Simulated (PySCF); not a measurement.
**Cost of excited-state runs on `C#CC1=CC=CC1=C1C=C1`, C$_{10}$H$_{6}$**

Atom-mapped SMILES (the numbers label the heavy atoms): `[CH:1]#[C:2][C:3]1=[CH:4][CH:5]=[CH:6][C:7]1=[C:8]1[CH:9]=[CH:10]1` (H(Xn): hydrogen on atom n).

PySCF with density fitting, on 1 thread of an Arm Neoverse V2, shared host. Command: `OMP_NUM_THREADS=1 python excited_run.py task.json out`

Problem. How long does each of these runs take, and how much memory?
- first hyperpolarisability, CAM-B3LYP/aug-cc-pVDZ; writes grids
- excited states, CAM-B3LYP/aug-cc-pVDZ; Tamm-Dancoff; spin-orbit couplings; 6 states; 5 triplets; quadratic response for 4 states; IEF-PCM chloroform
- excited states, CAM-B3LYP/aug-cc-pVDZ; Tamm-Dancoff; spin-orbit couplings; 6 states; 5 triplets; quadratic response for 4 states; writes grids
- excited states, CAM-B3LYP/aug-cc-pVDZ; two-photon moments; 8 states; quadratic response for 6 states; 0 triplets

Solution. 
| run | level | basis functions | wall time | peak memory (GiB) |
| --- | --- | --- | --- | --- |
| first hyperpolarisability | CAM-B3LYP/aug-cc-pVDZ | 284 | 84 s | 1.2 |
| excited states | CAM-B3LYP/aug-cc-pVDZ | 284 | 82 s | 1.3 |
| excited states | CAM-B3LYP/aug-cc-pVDZ | 284 | 91 s | 1.2 |
| excited states | CAM-B3LYP/aug-cc-pVDZ | 284 | 98 s | 1.2 |

Times from a shared host are rough.
